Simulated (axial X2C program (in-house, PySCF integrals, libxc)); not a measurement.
# CoTe⁻: properties at the nuclei

Computed with an in-house all-electron X2C program for linear molecules (integrals from PySCF): two-component X2C with atomic mean-field Coulomb and Gaunt terms, Gaussian nuclei, basis Te dyall-acv3z, Co dyall-acv3z with contracted cores.

R = 2.355 Å (near the PBE0 minimum at charge -1 of the determinant lowest at the starting distance; the state shown can have its own minimum elsewhere).

Determinant lowest in the PBE0 search, Ω = 4 (⟨Sz⟩ = 1.99, ⟨Lz⟩ = 2.01 at PBE0), spin on the atoms Te 0.30, Co 1.69:

| level | Eeff magnitude (GV/cm) | Ws magnitude Te (kHz) | Ws magnitude Co (kHz) | A∥/gI Te (MHz) | qzz Te (a.u.) | A∥/gI Co (MHz) | qzz Co (a.u.) |
| --- | --- | --- | --- | --- | --- | --- | --- |
| PBE0 | 4.79 | 0.636 | 0.096 | 11.7 | 0.30 | 417 | -1.31 |
| HF | 4.04 | 0.47 | 0.113 | 17.1 | 0.82 | 405 | -1.58 |
| PBE50 | 4.5 | 0.556 | 0.112 | 15.4 | 1.19 | 426 | -1.35 |
| BP86 | 3.17 | 0.492 | 0.0173 | 53.3 | 1.66 | 361 | -0.77 |
| BHandHLYP | 4.54 | 0.561 | 0.113 | 21.7 | 1.56 | 419 | -1.26 |

Eeff is the effective electric field on the electron electric dipole moment in this Ω state and Ws the scalar–pseudoscalar constant of the nucleus named (defined with the proton number Z and per Ω); A∥ (defined per Ω) follows by multiplying with gI = μI/(I μN); qzz is the electric field gradient, eQq0 = 234.96 MHz × Q/barn × qzz. The operators were transformed with the bare-nucleus X2C matrices; with these basis sets, hyperfine constants and field gradients can be off by tens of per cent, and where levels differ in sign neither size nor sign is settled.

With gI(59Co) = 1.3220 (g factors from the IAEA table of nuclear moments by Stone), turn the PBE0 values of the first state into constants in MHz.

A∥(59Co) = 417 × 1.3220 = 551 MHz.

Each state is one determinant with collinear spin, which with several unpaired electrons need not be a pure state. Unrestricted Hartree–Fock can overshoot spin polarisation at the nuclei. For an anion, determinants above electron detachment, or with a positive highest level, are held by the basis set. With several open shells hyperfine constants can be off by a factor of several. Open-shell Ω = 0 determinants with evenly filled partner blocks cannot be reached by this program, so the Ω shown need not be the lowest component. States lie within half an eV, so the first need not be the ground state. Further determinants of the search, some of them spin-mixed, are not shown. Where a field gradient or hyperfine factor spreads by more than a factor of two over the levels, a constant derived from it is not to be relied on.
